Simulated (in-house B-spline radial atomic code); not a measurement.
Results of a calculation; reference values are marked as such.
# Ghost states of the separable form: Co

Co, [Ar] 3d7 4s2, non-relativistic PBE, spherical and spin-unpolarised, from a B-spline radial code for spherical atoms (atomic units; all potentials screened as in the neutral atom).

Troullier-Martins channels: 4s (ε = -0.1972, r_c = 2.44 bohr), 3d (ε = -0.3127, r_c = 2.009 bohr). In the Kleinman-Bylander form one channel serves as the local potential, and each other channel l becomes |δV u><u δV|/<u|δV|u>, with δV = V_l − V_local and u the pseudo-orbital. Its strength is E_KB = <u|δV²|u>/<u|δV|u>. By the analysis of Gonze, Stumpf and Scheffler a spurious state lies below the reference level ε if E_KB > 0 and ε is above the second level of the local potential alone, or if E_KB < 0 and ε is above its first. The table's levels are those of angular momentum l in a sphere of 9 bohr, whose wall can lift a shallow ε a little above its free-atom value.

| local | channel | <u δV u> | <u δV² u> | ε | first local level | second local level |
| --- | --- | --- | --- | --- | --- | --- |
| s | d | -5.6965 | 53.96 | -0.3127 | 0.1020 | 0.3393 |
| d | s | 0.19132 | 1.4861 | -0.1968 | -8.2211 | -0.7456 |

Apply the rule to each row.

Local s, channel d: E_KB = -9.47, so ε = -0.3127 is set against 0.1020: no ghost. Local d, channel s: E_KB = +7.77, so ε = -0.1968 is set against -0.7456: a ghost.

Diagonalising the separable Hamiltonian gives:

```tsv
local	channel	three lowest levels	all-electron, two lowest valence levels
s	d	-0.3127, 0.1142, 0.3805	-0.3127, 0.1124
d	s	-3.6114, -0.1968, 0.0875	-0.1968, 0.0877
```

Which choices of local channel are safe?

Free of ghosts: s. With d local the s channel has a ghost 3.41 hartree below ε, since the local potential binds more than one state below ε, and a repulsive term of rank one raises each level at most to the next, so it clears only one of them. Among the safe choices the second level, which tests transfer, is off by at most 1.7 millihartree (s local).
